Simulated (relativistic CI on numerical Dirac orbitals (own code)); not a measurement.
# Re XXXVI: q coefficients and field-shift factors

These numbers are calculated, not measured: Dirac-Coulomb-Breit CI, KLI orbitals optimised for each configuration, derivatives by finite differences, unscaled Slater integrals, QED left out (own radial code, finite nucleus).

Configuration list (outside the closed core [Ar] 3d10 4s2): 4p⁶4d⁴, 4p⁶4d³4f, 4p⁵4d⁵, 4p⁶4d²4f², 4p⁶4d²5s². Levels of other configurations are missing.

With x = (α/α₀)² − 1 an excitation energy changes as ω = ω₀ + qx; K = 2q/ω₀ is the relative enhancement. Terms are leading LS components, so labels can repeat. The field-shift factor is F = δν/δ⟨r²⟩ for the transition from the lowest level.

Lowest level 4p⁶4d⁴ ³P0.

```tsv
Level	ω₀ (cm⁻¹)	q (cm⁻¹)	F (GHz/fm²)
4p⁶4d⁴ ⁵D1	125360	156800	4.33
4p⁶4d⁴ ³F4	170559	155900	4.64
4p⁶4d⁴ ⁵D2	171120	173300	5.03
4p⁶4d⁴ ³F3	184570	168200	5.01
4p⁶4d⁴ ⁵D0	281664	309500	8.8
4p⁶4d⁴ ⁵D2	288598	295100	8.54
4p⁶4d⁴ ³H4	293999	312900	8.96
4p⁶4d⁴ ⁵D3	299131	309300	8.92
4p⁶4d⁴ ³H5	316988	308600	9.03
4p⁶4d⁴ ³P1	325497	316600	9.28
4p⁶4d⁴ ³H6	329608	309300	9.13
4p⁶4d⁴ ³F3	342341	305400	9.16
4p⁶4d⁴ ³G4	344018	312500	9.32
4p⁶4d⁴ ³D2	346731	313200	9.37
4p⁶4d⁴ ³F2	384552	315500	9.72
4p⁶4d⁴ ³F4	400896	328100	10.1
4p⁶4d⁴ ³P2	437923	327400	10.4
4p⁶4d⁴ ⁵D4	455028	448900	13.1
4p⁶4d⁴ ³F3	456192	460400	13.4
4p⁶4d⁴ ³D1	472073	459900	13.5
4p⁶4d⁴ ³P0	474233	370700	11.6
4p⁶4d⁴ ³G5	478090	467000	13.7
4p⁶4d⁴ ¹I6	483370	464900	13.7
```

At this charge energies of transitions that change n are usually good to better than 1 %, and those within a shell (Δn = 0) to a few per cent. Terms inside the open d or f shell come out 10 to 20 % too wide with unscaled integrals.

Problem. Which transition from the lowest level has the largest |K|?

Solution. 4p⁶4d⁴ ⁵D1 at 125360 cm⁻¹, K = 2.5.
